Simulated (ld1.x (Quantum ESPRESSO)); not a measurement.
## How hard is this phosphorus (P) RRKJ potential?

P (Z = 15), norm-conserving RRKJ (Kleinman–Bylander form), made with ld1.x (Quantum ESPRESSO) 7.5 (LDA (PZ), non-relativistic). Core [He], reference 2s2 2p6 3s1.5 3p3.5. Waves: 2s (bound): rc 0.65 bohr; 2p (bound): rc 0.80 bohr. Local part: the p channel. Core correction: none. rho0 = 0.02.

Occupied shells without a wave of their own: 3p, 3s. They enter only through the test configuration that unscreens the potential.

The pseudo-atom Hamiltonian at the reference potential is diagonalised in spherical Bessel functions j_l(qr) that vanish at 20 bohr, with q² up to the cutoff. All-electron valence levels (Ry): 2s -12.7125, 3s -1.0511, 2p -9.2066, 3p -0.4332.

Problem. How do the lowest levels (Ry) of each channel move with the cutoff, and are there ghosts?

Solution.

| cutoff (Ry) | s #1 | s #2 | p #1 | p #2 | d #1 | f #1 | f #2 | Σ f·Δε (mRy) |
| --- | --- | --- | --- | --- | --- | --- | --- | --- |
| 8 | -7.2113 | -0.4212 | -1.2054 | 0.0053 | 0.0655 | 0.1154 | 0.2452 | 61319.9 |
| 25 | -10.1400 | -0.7755 | -2.8963 | -0.0640 | 0.0651 | 0.1154 | 0.2452 | 44543.0 |
| 50 | -10.3641 | -0.8105 | -4.7598 | -0.1652 | 0.0650 | 0.1154 | 0.2452 | 32507.1 |
| 100 | -10.9205 | -0.8629 | -7.7543 | -0.3293 | 0.0649 | 0.1154 | 0.2452 | 12774.4 |
| 180 | -12.0873 | -0.9570 | -9.1013 | -0.3973 | 0.0649 | 0.1154 | 0.2452 | 1979.9 |
| 400 | -12.7117 | -1.0092 | -9.2058 | -0.4046 | 0.0649 | 0.1154 | 0.2452 | 0.0 |

Result: no extra level below or beside the all-electron valence levels (s, p, d, f tested); 10 mRy is reached at over 300 Ry and 1 mRy at over 300 Ry.

The potential misses its own reference levels by up to 0.6 eV. Its largest configuration-test error is +2460 meV.
